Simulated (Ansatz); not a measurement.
`OCC1C[SiH2]1` + `B[AsH2]` → `B[AsH]CO` + `C1C[SiH2]1`  (substitution at a C–C bond)

Calculated with Ansatz (gas phase, PBE0-D4/def2-TZVP geometries, no zero-point term in ΔE). CBS: MP2 limit from def2 TZ/QZ plus the TZ coupled-cluster correction, frozen cores. Functionals use def2-TZVPP. B3LYP here is the variant with VWN-RPA as its local correlation; programs differ in this. HSE06 is defined as in plane-wave codes. For As outer-core shells are correlated without core-valence functions, which leaves a few kJ/mol of doubt a bond. Scalar relativity is left out up to krypton. Each species was taken in one conformer, which may not be the lowest.

`OCC1C[SiH2]1`:

Cartesian coordinates in Å:
```
O -0.702 1.180 -1.932
C -1.033 0.246 -0.921
C -0.216 0.423 0.325
C 1.256 -0.053 0.280
Si 0.185 -0.977 1.469
H 0.252 1.158 -2.045
H -2.093 0.402 -0.708
H -0.924 -0.783 -1.297
H -0.347 1.398 0.790
H 2.012 0.638 0.639
H 1.556 -0.573 -0.627
H 0.301 -0.716 2.918
H -0.247 -2.344 1.110
```

`B[AsH2]`:

Cartesian coordinates in Å:
```
B 0.573 -0.368 -0.637
As -0.131 0.351 1.067
H 0.551 -1.545 -0.831
H 1.158 0.356 -1.383
H -0.742 1.649 0.588
H -1.410 -0.443 1.196
```

`B[AsH]CO`:

Cartesian coordinates in Å:
```
B 0.293 0.057 -1.882
As 0.095 1.273 -0.338
C -0.564 0.051 1.052
O 0.288 -1.063 1.184
H -0.560 -0.753 -2.088
H 1.158 0.240 -2.683
H 1.533 1.408 0.116
H -1.576 -0.233 0.738
H -0.640 0.622 1.985
H -0.026 -1.602 1.917
```

`C1C[SiH2]1`:

Z-matrix (Å, degrees):
```
C
Si 1 1.847
C 1 1.543 2 65.3
H 1 1.085 2 119.2 3 -107.6
H 1 1.085 2 119.2 3 107.6
H 2 1.478 1 119.3 3 105.0
H 2 1.478 1 119.3 3 -104.9
H 3 1.085 1 116.3 2 -111.9
H 3 1.085 1 116.3 2 111.8
```

| level | ΔE (kJ/mol) | difference from CCSD(T)/CBS |
| --- | --- | --- |
| LDA (SPW92) | 20.7 | 7.0 |
| PBE-D4 | 11.5 | -2.2 |
| revPBE-D4 | 10.7 | -3.0 |
| BLYP-D4 | 8.9 | -4.8 |
| r2SCAN-D4 | 13.3 | -0.4 |
| B97M-V | 15.4 | 1.7 |
| PBE0-D4 | 13.6 | -0.1 |
| B3LYP-D4 | 11.1 | -2.6 |
| r2SCANh-D4 | 13.9 | 0.2 |
| r2SCAN0-D4 | 14.7 | 1.0 |
| HSE06-D4 | 13.4 | -0.3 |
| BHLYP-D4 | 13.3 | -0.4 |
| CAM-B3LYP-D4 | 14.2 | 0.5 |
| ωB97X-V | 13.7 | 0.0 |
| ωB97M-V | 12.9 | -0.8 |
| B2PLYP | 10.9 | -2.8 |
| PBE-QIDH | 13.9 | 0.2 |
| PBE | 10.7 | -3.0 |
| revPBE | 7.5 | -6.2 |
| BLYP | 7.4 | -6.3 |
| r2SCAN | 12.9 | -0.8 |
| PBE0 | 12.8 | -0.9 |
| r2SCAN0 | 14.2 | 0.5 |
| HSE06 | 12.7 | -1.0 |
| BHLYP | 13.2 | -0.5 |
| CAM-B3LYP | 13.5 | -0.2 |
| LC-ωPBE | 13.3 | -0.4 |
| MP2/def2-SVP | 26.1 | 12.4 |
| CCSD/def2-SVP | 27.1 | 13.4 |
| CCSD(T)/def2-SVP | 27.7 | 14.0 |
| HF/def2-TZVPP | 14.5 | 0.8 |
| MP2/def2-TZVPP | 11.2 | -2.5 |
| SCS-MP2/def2-TZVPP | 11.1 | -2.6 |
| CCSD/def2-TZVPP | 12.9 | -0.8 |
| CCSD(T)/def2-TZVPP | 12.9 | -0.8 |
| HF/def2-QZVPP | 15.0 | 1.3 |
| MP2/def2-QZVPP | 11.9 | -1.8 |
| SCS-MP2/def2-QZVPP | 11.7 | -2.0 |
| HF/CBS(def2) | 15.1 | 1.4 |
| MP2/CBS(def2) | 12.1 | -1.6 |
| CCSD(T)/CBS | 13.7 | 0 |

Largest T1 diagnostic among the species: 0.014.

At CCSD(T), def2-SVP lies +14.0 kJ/mol from the extrapolated value and def2-TZVPP −0.8 kJ/mol. From BLYP to BHLYP (50 % exact exchange), in def2-TZVPP and without D4, ΔE moves by +5.8 kJ/mol. Leaving LDA and LC-ωPBE aside and taking each functional with its dispersion term where it has one, the values spread over 6.5 kJ/mol, from BLYP-D4 to B97M-V. LDA lies +10.0 kJ/mol from PBE without D4.

CCSD(T)/CBS has its own doubt, a few kJ/mol and more with outer-core shells, so smaller differences from it don't rank the levels.
